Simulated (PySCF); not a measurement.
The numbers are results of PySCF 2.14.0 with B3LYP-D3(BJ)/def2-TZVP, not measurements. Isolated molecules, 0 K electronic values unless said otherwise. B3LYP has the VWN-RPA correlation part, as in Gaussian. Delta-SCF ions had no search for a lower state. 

Reference species (SMILES): `[SiH3][GeH3]` (neutral, multiplicity 1).

- vertical ionisation energy (Delta-SCF) = 10.41 eV
- dipole moment = 0.17 D

Changed species: `[SiH3][SnH3]`.

What does the change do to the vertical ionisation energy (Delta-SCF) and dipole moment?

the vertical ionisation energy (Delta-SCF) drops by 0.42 eV, to 9.99 eV; the dipole moment goes up by 0.18 D, to 0.35 D.
